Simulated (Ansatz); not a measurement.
Si4B⁻, relaxed as a singlet with RKS PBE0-D4/def2-SVPD in Ansatz, starting from the GFN2-xTB geometry. Force threshold 0.02 eV/Å.

The structure comes from a short search, and lower isomers may exist.

Start:

Cartesian coordinates in Å:
```
B -0.8611 3.9254 0.5398
Si 0.4501 -2.0602 -0.2853
Si -0.0279 0.0723 -0.0094
Si 0.9201 -4.1138 -0.5253
Si -0.4813 2.1762 0.2803
```

| step | energy (eV) | largest force component (eV/Å) | SCF passes |
| --- | --- | --- | --- |
| 1 | -32155.9586 | 3.577 | 18 |
| 2 | -32156.1733 | 1.540 | 24 |
| 3 | -32156.2403 | 0.160 | 24 |
| 4 | -32156.2417 | 0.227 | 24 |
| 5 | -32156.2511 | 0.161 | 24 |
| 6 | -32156.2906 | 0.539 | 31 |
| 7 | -32156.3605 | 0.602 | 33 |
| 8 | -32156.4844 | 0.511 | 32 |
| 9 | -32156.5907 | 0.349 | 27 |
| 10 | -32156.6788 | 0.362 | 27 |
| 11 | -32156.7663 | 0.418 | 31 |
| 14 | -32157.0360 | 0.299 | 32 |
| 17 | -32157.3708 | 1.153 | 39 |
| 20 | -32158.7802 | 0.558 | 30 |
| 23 | -32158.9075 | 0.542 | 29 |
| 26 | -32159.1800 | 0.490 | 27 |
| 29 | -32159.6078 | 0.394 | 24 |
| 32 | -32159.8158 | 0.205 | 28 |
| 35 | -32160.3499 | 0.358 | 28 |
| 38 | -32160.4781 | 0.236 | 23 |
| 41 | -32160.7642 | 0.742 | 28 |
| 44 | -32161.2900 | 0.617 | 24 |
| 47 | -32161.3327 | 0.041 | 25 |
| 48 | -32161.3328 | 0.004 | 18 |

Force components are those of the run's own axes.

End:

Cartesian coordinates in Å:
```
B -0.083 1.227 0.037
Si -0.036 -2.220 0.926
Si -0.281 -0.045 1.522
Si 0.172 -0.584 -0.729
Si 0.228 1.622 -1.756
```

Bonds lost: Si3–Si5 (atoms count from 1). Bonds formed: B1–Si3, B1–Si4, Si3–Si4, Si4–Si5 (atoms count from 1). The end is the same structure that another start reached.

No frequencies were taken in this run, so the end may be a saddle point.

Run time 1.8 min (4 threads of Arm Neoverse N1 on a shared host).
